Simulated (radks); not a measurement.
Al4+, configuration [He] 2s2 2p4 5d1 (not the ground configuration). Calculated with a radial shooting solver on a logarithmic mesh with Libxc functionals: Dirac Kohn-Sham, PBE, spin-unpolarised, spherical densities, finite nucleus; open shells fill j = l - 1/2 first; Fermi nuclear charge, rms radius 3.061 fm.

X-ray form factor f0, the Fourier transform of the density (f0(0) = 9):

sin(theta)/lambda (1/angstrom)  f0 (electrons)
0.05                                     8.347
0.1                                      7.826
0.15                                     7.714
0.2                                      7.396
0.25                                     7.043
0.3                                      6.697
0.4                                      5.889
0.5                                      5.047
0.6                                      4.276
0.8                                      3.061
1                                        2.286
1.25                                     1.757
1.5                                      1.489
2                                        1.205
